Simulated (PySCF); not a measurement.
# `N[Si@@H](O)[SiH2][SiH3]`, H9NOSi3

Geometry:
```json
{"atom": "N1", "x (Å)": "-2.607", "y (Å)": "0.025", "z (Å)": "0.825"}
{"atom": "Si2", "x (Å)": "-1.282", "y (Å)": "0.244", "z (Å)": "-0.275"}
{"atom": "O3", "x (Å)": "-0.627", "y (Å)": "1.703", "z (Å)": "0.059"}
{"atom": "Si4", "x (Å)": "0.600", "y (Å)": "-1.072", "z (Å)": "-0.062"}
{"atom": "Si5", "x (Å)": "2.534", "y (Å)": "0.035", "z (Å)": "0.563"}
{"atom": "H6", "x (Å)": "-2.426", "y (Å)": "0.145", "z (Å)": "1.810"}
{"atom": "H7", "x (Å)": "-3.194", "y (Å)": "-0.784", "z (Å)": "0.698"}
{"atom": "H8", "x (Å)": "-1.989", "y (Å)": "0.282", "z (Å)": "-1.563"}
{"atom": "H9", "x (Å)": "-1.184", "y (Å)": "2.473", "z (Å)": "0.146"}
{"atom": "H10", "x (Å)": "0.822", "y (Å)": "-1.814", "z (Å)": "-1.319"}
{"atom": "H11", "x (Å)": "0.327", "y (Å)": "-2.170", "z (Å)": "0.894"}
{"atom": "H12", "x (Å)": "3.579", "y (Å)": "-0.850", "z (Å)": "1.093"}
{"atom": "H13", "x (Å)": "2.295", "y (Å)": "1.033", "z (Å)": "1.610"}
{"atom": "H14", "x (Å)": "3.152", "y (Å)": "0.748", "z (Å)": "-0.560"}
```

Computed, not measured: GIAO BLYP/def2-SVP magnetisability, rotational g tensor and spin-rotation constants, non-relativistic, gas phase (PySCF 2.14.0). Geometry: GFN2-xTB.

Task: Give the nuclear spin-rotation constants along the inertial axes (H = +C I·J) beside the isotropic shieldings.

Result: Rotational constants 4.2201, 1.1931, 1.0397 GHz. A star marks the isotopologue with that one atom substituted, in its own axes.
```tsv
atom	isotope	Caa (kHz)	Cbb (kHz)	Ccc (kHz)	mean (kHz)	σ (ppm)
N1	14N	0.202	0.041	0.047	0.097	228.9
H6	1H	-0.511	-0.160	0.011	-0.220	31.7
H7	1H	-0.394	-0.030	-0.131	-0.185	31.7
H8	1H	-0.181	-0.095	0.016	-0.087	26.0
H9	1H	-0.317	-0.040	-0.144	-0.167	30.8
H10	1H	-0.370	-0.071	-0.013	-0.151	28.6
H11	1H	-0.400	-0.037	-0.039	-0.159	28.8
H12	1H	-0.019	-0.082	-0.084	-0.062	28.4
H13	1H	-0.373	-0.035	-0.038	-0.149	28.4
H14	1H	-0.339	-0.080	-0.009	-0.143	28.4
Si2	29Si*	-2.375	-0.632	-0.613	-1.207	408.2
O3	17O*	-0.316	-0.113	-0.079	-0.169	296.2
Si4	29Si*	-1.726	-0.524	-0.471	-0.907	514.1
Si5	29Si*	-1.877	-0.520	-0.476	-0.957	501.7
```
For the geometry as given, no vibrational averaging.
